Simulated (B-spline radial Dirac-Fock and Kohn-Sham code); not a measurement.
What relativity does to the binding energies of Yb³⁷⁺

System: the Yb³⁷⁺ ion in the configuration [Ar] 3d10 4s2 4p3.

Both columns are ΔSCF binding energies of the configuration average from a B-spline atomic structure program: non-relativistic Hartree-Fock with a point nucleus, and Dirac-Fock with a finite nucleus and the Coulomb interaction alone, averaged over the two j levels with weights 2j+1.

```tsv
shell	Hartree-Fock (eV)	Dirac-Fock (eV)	shift (eV)	shift (%)
1s	58838.0	63276.6	+4438.59	+7.54
2s	10996.7	12170.3	+1173.58	+10.67
3s	3679.8	3979.2	+299.41	+8.14
3d	3134.0	3125.3	-8.71	-0.28
4s	1732.7	1832.6	+99.93	+5.77
4p	1652.5	1693.7	+41.16	+2.49
```

Relativity binds 1s, 2s, 3s, 4s, 4p more strongly, among those listed most of all 2s in relative terms, and 3d more weakly, because the contracted s and p shells screen the nucleus better.

Values without a named source are computed, but for edge energies of neutral atoms, which are taken from tables.
